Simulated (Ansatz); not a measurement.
Relaxed structures of BSiH₃SO, singlet (PBE0-D4/def2-TZVP; forces vanish, vibrations not checked; lower isomers may exist, and structures with a doubtful reference or unclear bonds are left out; Å). Computed with Ansatz 0.2.0 (basis: def2-TZVPP); correlated methods freeze the cores.

Q: Rank them by CCSD(T) energy, lowest first, and give each one's height above the lowest. Links in brackets join atoms within 1.22 times the sum of their covalent radii (1.1 for two metals). (An estimate is asked for; the value comes from the calculation.)
A.
BSiH₃SO ([BH2][O][Si][SH])
```
7
angstrom
B -0.2697 0.9655 -1.3881
O -0.3991 0.3801 -0.1895
Si -0.6923 -0.2527 1.2924
S 1.0281 -1.5428 1.3951
H 0.3403 1.9951 -1.4657
H -0.7700 0.4420 -2.3441
H 0.6870 -1.9924 2.6147
```
B.
BSiH₃SO ([BH2][O][SiH][S])
```
7
angstrom
B -0.0128 1.0643 -0.9557
O 0.1557 0.5239 0.2813
Si 0.0670 -0.9351 0.9920
S -1.1094 -2.3924 0.5304
H -0.2013 2.2434 -1.0173
H 0.0557 0.3631 -1.9236
H 1.0451 -0.8672 2.0929
```
C.
a complex of BH₃O ([BH2][OH]) + SiS
```
7
angstrom
B -0.0780 1.1572 -0.9172
O 0.2015 0.8339 0.3693
Si -0.0985 -1.6702 1.5523
S -0.7988 -2.6470 0.0347
H 0.0913 2.2832 -1.2939
H -0.4853 0.2811 -1.6149
H 0.5277 1.5665 0.8993
```

A: By the calculation: B (0.0 kJ/mol), A (36.2 kJ/mol), C (110.0 kJ/mol). Heights count from the lowest.

The T1 diagnostic stays at or below 0.019.

For scale, one of the runs: CCSD(T)/def2-TZVPP, 188 basis functions, launched by `ansatz run in.yaml --threads 2 --pin off --events-out ev --progress --plain --max-ram 4352MiB`. The run took 49 s on 2 CPU threads of an Arm Neoverse V2 (shared host), with 1.9 GiB of host memory at its peak.
